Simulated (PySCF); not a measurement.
C6H14Te. Atoms are numbered in the order given.

```xyz
21

C      1.7444     1.4343     1.2127
C      1.5701    -0.0568     0.9536
C      2.8636    -0.7399     0.5180
Te     0.0351    -0.4661    -0.5951
C     -1.6379     0.5010     0.5005
C     -1.8572     1.9399     0.0420
C     -2.8956    -0.3565     0.3796
H      2.0828     1.9646     0.2990
H      2.5097     1.5961     2.0051
H      0.8079     1.9150     1.5580
H      1.1668    -0.5594     1.8570
H      2.7298    -1.8293     0.3636
H      3.6480    -0.6015     1.2937
H      3.2541    -0.3037    -0.4254
H     -1.2717     0.4823     1.5489
H     -0.9444     2.5575     0.1463
H     -2.1651     1.9790    -1.0232
H     -2.6651     2.4161     0.6423
H     -2.7387    -1.3818     0.7666
H     -3.2319    -0.4395    -0.6755
H     -3.7309     0.1069     0.9500
```

Geometry optimised at PBE-D3(BJ)/def2-SVP. The def2 effective core potentials stand for the cores of Te; spin–orbit coupling is left out. One conformer was computed; it need not be the lowest.

The numbers are results of PySCF with PBE-D3(BJ)/def2-SVP, not measurements.

Frequencies are harmonic and unscaled.

Question: Estimate the vibrational spectrum. (An estimate is asked for; the answer gives what the named calculation found.)

Answer: 
```csv
mode,ν (cm⁻¹),IR (km/mol),moving atoms (share of kinetic energy)
1,34,0.1,"C 59 %, H 29 %, Te 12 %"
2,48,0.0,"C 66 %, H 33 %"
3,93,0.0,"C 58 %, H 23 %, Te 19 %"
4,228,0.1,"H 50 %, C 44 %"
5,231,0.2,"H 45 %, C 45 %, Te 9 %"
6,236,0.1,"C 61 %, H 35 %"
7,243,0.0,"H 86 %, C 13 %"
8,247,0.0,"H 85 %, C 11 %"
9,259,0.0,"H 48 %, C 47 %"
10,277,0.1,"H 72 %, C 19 %, Te 9 %"
11,278,0.0,"H 73 %, C 20 %"
12,379,0.3,"C 58 %, H 42 %"
13,395,1.5,"C 59 %, H 41 %"
14,480,1.1,"C 65 %, H 30 %"
15,492,1.4,"C 63 %, H 31 %"
16,878,0.9,"C 63 %, H 37 %"
17,880,1.8,"C 61 %, H 39 %"
18,894,1.1,"H 86 %, C 14 %"
19,896,1.8,"H 87 %, C 13 %"
20,929,0.1,"H 72 %, C 28 %"
21,932,0.4,"H 73 %, C 27 %"
22,965,5.8,"H 86 %, C 14 %"
23,986,0.8,"H 83 %, C 17 %"
24,1106,0.1,"C 62 %, H 38 %"
25,1111,0.3,"C 61 %, H 39 %"
26,1119,90.3,"C 51 %, H 49 %"
27,1127,14.2,"C 53 %, H 47 %"
28,1157,31.4,"H 66 %, C 34 %"
29,1174,15.4,"H 69 %, C 31 %"
30,1281,1.2,"H 73 %, C 27 %"
31,1290,0.4,"H 75 %, C 25 %"
32,1335,2.6,"H 73 %, C 27 %"
33,1338,13.7,"H 72 %, C 28 %"
34,1346,3.4,"H 79 %, C 21 %"
35,1349,3.4,"H 79 %, C 21 %"
36,1401,0.2,H 96 %
37,1403,0.8,H 96 %
38,1405,3.3,H 96 %
39,1409,5.8,H 96 %
40,1417,7.1,H 97 %
41,1419,11.8,H 96 %
42,1424,2.9,H 96 %
43,1427,5.0,H 96 %
44,2946,21.2,H 96 %
45,2947,47.6,H 96 %
46,2952,61.8,H 97 %
47,2955,29.3,H 97 %
48,2994,6.1,H 92 %
49,3004,2.7,H 92 %
50,3030,8.3,"H 91 %, C 9 %"
51,3033,5.2,"H 91 %, C 9 %"
52,3035,21.5,"H 91 %, C 9 %"
53,3036,29.3,"H 91 %, C 9 %"
54,3061,11.0,"H 91 %, C 9 %"
55,3069,15.3,"H 91 %, C 9 %"
56,3072,8.7,"H 91 %, C 9 %"
57,3074,15.3,"H 91 %, C 9 %"
```
